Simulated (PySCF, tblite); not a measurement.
C7H8F2Si.
Geometry (GFN2-xTB, Å), atoms numbered from 1 in this order:
```
atom  x, y, z in Å
C1     1.2242    2.6312    0.8018
C2     0.9707    1.6228    0.2067
C3     0.6842    0.4014   -0.5070
F4     0.9455    0.6052   -1.8760
Si5    1.6783   -1.1323    0.1568
C6     0.1010   -1.9464    0.8549
C7    -1.0272   -1.1093    0.3325
C8    -0.7650    0.0078   -0.3301
C9    -1.7790    0.9252   -0.9379
F10   -3.0621    0.5418   -0.6386
H11    1.4462    3.5110    1.3285
H12    2.6478   -0.7238    1.1711
H13    2.2659   -1.8361   -0.9794
H14   -0.0360   -2.9837    0.5460
H15    0.0801   -1.9503    1.9464
H16   -2.0418   -1.4340    0.5101
H17   -1.6511    1.9494   -0.5654
H18   -1.6906    0.9263   -2.0319
```

Computed, not measured: PBE0/pcSseg-1 in PySCF (dipole) on a GFN2-xTB geometry, gas phase.

Take the most abundant isotopes and a rigid rotor. The values belong to one conformer with, in the numbering `[CH:1]#[C:2][C@@:3]1([F:4])[SiH2:5][CH2:6][CH:7]=[C:8]1[CH2:9][F:10]`, C7–C8–C9–F10 5°, C2–C3–Si5–C6 111°, C3–Si5–C6–C7 9°, Si5–C6–C7–C8 -6°, C2–C3–C8–C7 -114°.

Q: What are A, B and C (cm⁻¹)?

A: Ia = 367.59, Ib = 503.49, Ic = 675.70 u·Å²; 505379 MHz·u·Å²/I gives 1375, 1004 and 747.9 MHz, that is A = 0.04586, B = 0.03348, C = 0.02495 cm⁻¹.

Q: What kind of rotor is it?

A: An asymmetric top: κ = (2 × 1004 − 1375 − 747.9)/(1375 − 747.9) = -0.18.

Q: What does the inertial defect say?

A: Not planar: Δ = Ic − Ia − Ib = -195.38 u·Å². For a rigid frame Δ = −2 Σ m c², so Σ m c² = 97.69 u·Å² lies off the ab plane: 12.04 from hydrogen and 85.64 from heavier atoms. The atom farthest from that plane is 2.02 Å away.

Q: Give the other two planar moments, Paa and Pbb, and the rms extents of the mass along the axes.

A: Paa = Σ m a² = (Ib + Ic − Ia)/2 = 405.80 and Pbb = Σ m b² = (Ia + Ic − Ib)/2 = 269.90 u·Å². With the mass M = 158.04 u, the rms extents √(P/M) along a, b and c are 1.60, 1.31, 0.79 Å.

Q: Predict some low-J microwave lines.

A: The dipole components are |μa| = 1.67 D, |μb| = 0.79 D, |μc| = 1.39 D. The squared components, which scale the intensities, stand as 1.00 : 0.23 : 0.69 (a : b : c). Some lines, for components of 0.1 D or more:

| type | branch | J(Ka,Kc) | MHz | lower level (cm⁻¹) |
| --- | --- | --- | --- | --- |
| a | Q | 3(2,1) ← 3(2,2) | 408 | 0.417 |
| b | Q | 1(1,0) ← 1(0,1) | 627 | 0.058 |
| a | Q | 2(1,1) ← 2(1,2) | 767 | 0.179 |
| b | Q | 2(1,1) ← 2(0,2) | 977 | 0.172 |
| b | Q | 2(2,0) ← 2(1,1) | 1207 | 0.205 |
| b | Q | 3(2,1) ← 3(1,2) | 1212 | 0.390 |
| a | R | 1(0,1) ← 0(0,0) | 1752 | 0.000 |
| b | Q | 3(2,2) ← 3(1,3) | 2315 | 0.340 |
| b | Q | 3(3,1) ← 3(2,2) | 2546 | 0.417 |
| b | R | 2(0,2) ← 1(1,1) | 3038 | 0.071 |
| b | R | 2(1,2) ← 1(0,1) | 3619 | 0.058 |
| c | R | 2(1,1) ← 1(0,1) | 4386 | 0.058 |
| b | R | 3(1,2) ← 2(2,1) | 4451 | 0.242 |
| b | R | 3(0,3) ← 2(1,2) | 4731 | 0.179 |
| c | R | 2(2,0) ← 1(1,0) | 4966 | 0.079 |
| b | R | 3(1,3) ← 2(0,2) | 5030 | 0.172 |
| a | R | 3(2,2) ← 2(2,1) | 5255 | 0.242 |
| c | R | 3(2,1) ← 2(1,1) | 6777 | 0.205 |
| c | R | 3(3,1) ← 2(2,1) | 7801 | 0.242 |
| b | R | 3(3,0) ← 2(2,1) | 7824 | 0.242 |

Q: Estimate the classical rotational partition function at 10 K, 25 K and 298.15 K.

A: Point group C1, symmetry number σ = 1; q = (√π/σ)·√((kT/h)³/(ABC)), k/h = 20836.6 MHz/K: 5250 at 10 K, 20700 at 25 K, 854000 at 298.15 K.

Its GFN2-xTB frequencies are all real (lowest 37 cm⁻¹). Zero-point vibration and centrifugal distortion are left out.
